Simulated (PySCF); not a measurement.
All values below come from PySCF with PBE-D3(BJ)/def2-TZVP // B3LYP-D3(BJ)/def2-SVP. Gas-phase values, no solvent. Excitations are Tamm–Dancoff values on a coarser integration grid. The basis has no diffuse functions, so Rydberg states are missing or too high.

Reference species (SMILES): `Cc1c([SiH3])ccc2ccsc12` (neutral, multiplicity 1).

```
Property               Value
-------------------  -------
T1 excitation (TDA)  3.11 eV
S1 excitation (TDA)  4.13 eV
```

Changed species: `Cc1cc([SiH3])c2sccc2c1`.

### Question
Give the shifts of the T1 excitation (TDA) and S1 excitation (TDA).

### Answer
the T1 excitation (TDA) rises by 0.13 eV, to 3.24 eV; the S1 excitation (TDA) goes up by 0.03 eV, to 4.16 eV.
